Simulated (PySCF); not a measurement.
# C₆ coefficients of unlike pairs at M06

Calculated with PySCF 2.14 from the dipole response of each species, C₆(A,B) = (3/π) ∫ α_A(iu) α_B(iu) du, in atomic units, from isotropic polarisabilities. For ions this is the dispersion term alone; charge-induced terms of lower order in 1/R come first.

```
species      configuration                                                                                 basis     relativity  α (bohr³)  C₆ (like pair)
    N³⁺      [He] 2s2 (1S)                                                            aug-cc-pV5Z (7s6p5d4f3g2h)           none      2.098           2.019
    Si⁺  [Ne] 3s2 3p1 (2P)  aug-cc-pV(Q+d)Z with one added diffuse shell each of s, p, d, f, g type (8s7p6d4f3g)           none      18.99           97.20
   Al²⁺      [Ne] 3s1 (2S)                                                               aug-cc-pVDZ-DK (5s4p2d)  spin-free X2C      16.38           45.80
     Be      [He] 2s2 (1S)                                                             aug-cc-pVTZ-DK (5s4p3d2f)  spin-free X2C      43.71           250.6
```

Q: Estimate C₆ for Si⁺ with N³⁺.

A: The integral gives 13.52. The combination rule 2 C_A C_B / (C_A α_B/α_A + C_B α_A/α_B) gives 13.53 and the geometric mean 14.01.

No spin-orbit coupling is included.

The other pairs:

| pair | C₆ |
| --- | --- |
| Al²⁺, Si⁺ | 64.91 |
| Al²⁺, N³⁺ | 8.511 |
| Be, N³⁺ | 18.77 |
| Be, Si⁺ | 146.7 |
| Be, Al²⁺ | 106.3 |
